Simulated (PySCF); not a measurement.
Cl2La, doublet, at a GFN2-xTB geometry (such geometries of metal compounds can be far from the true shape) (the multiplicity is a formal guess) (core potentials on La).

Here is a job for PySCF.
```python
from pyscf import gto, scf, dft

mol = gto.M(
    atom='''
La    0.364856   -0.024101    0.430976
Cl    0.882485    0.353027   -1.969961
Cl   -2.105827   -0.272216    0.524924
''',
    basis='def2-tzvp',
    ecp={'La': 'def2-tzvp'},
    charge=0,
    spin=1,
    verbose=4,
)

mf = dft.UKS(mol)
mf.xc = 'r2scan'
mf.grids.atom_grid = (99, 590)
mf.grids.prune = None
mf.kernel()
```

**Question.** Estimate the dipole moment that R2SCAN/def2-TZVP in PySCF returns for this input.

**Answer.** 5.49 D

**Question.** What <S^2> does R2SCAN/def2-TZVP give?

**Answer.** 0.752

**Question.** What number of basis functions does R2SCAN/def2-TZVP give?

**Answer.** 114

**Question.** What is the computed HOMO energy (R2SCAN/def2-TZVP)?

**Answer.** -3.78 eV

These values belong to the state on which the SCF converged, which isn't shown to be the lowest.
